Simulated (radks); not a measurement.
Results of a calculation; reference values are marked as such.
Question: Radial electron density D(r) = 4 pi r^2 rho(r) of an atom or ion with 23 electrons. Code: a radial shooting solver on a logarithmic mesh with Libxc functionals. Model: scalar-relativistic Kohn-Sham, BLYP, spin-polarised, spherical densities, point nucleus.

```
   r/bohr * D(r) (the largest magnitude, 29.7, reaches the edge; | marks zero)
 0.008475 |         *
  0.01112 |              *
   0.0146 |                     *
  0.01932 |                             *
  0.02536 |                                      *
  0.03328 |                                              *
  0.04369 |                                                  *
  0.05734 |                                                *
  0.07527 |                                          *
   0.0988 |                                      *
   0.1297 |                                         *
   0.1702 |                                                  *
   0.2234 |                                                      *
   0.2933 |                                            *
   0.3849 |                          *
   0.5053 |                *
   0.6632 |                   *
   0.8705 |                     *
    1.143 |               *
    1.512 |       *
    1.984 |  *
    2.605 | *
    3.419 |*
    4.488 |*
     5.89 *
    7.732 *
    10.15 *
```

What is the nuclear charge?

Answer: Z = 23. The innermost maximum, from 1s, lies near gamma/Z bohr with gamma = sqrt(1 - (Z/c)^2) = 0.986, here 0.0429 bohr (found: 0.0458), and its height grows with Z. The density is that of neutral vanadium in [Ar] 3d3 4s2; the configuration itself is not fixed sharply by these data, and Z only to about a unit. D(r) has 3 maxima, at r = 0.0458, 0.215, 0.817 bohr, and minima at 0.104, 0.530 bohr, inside which lie 2.14, 10.48 electrons.
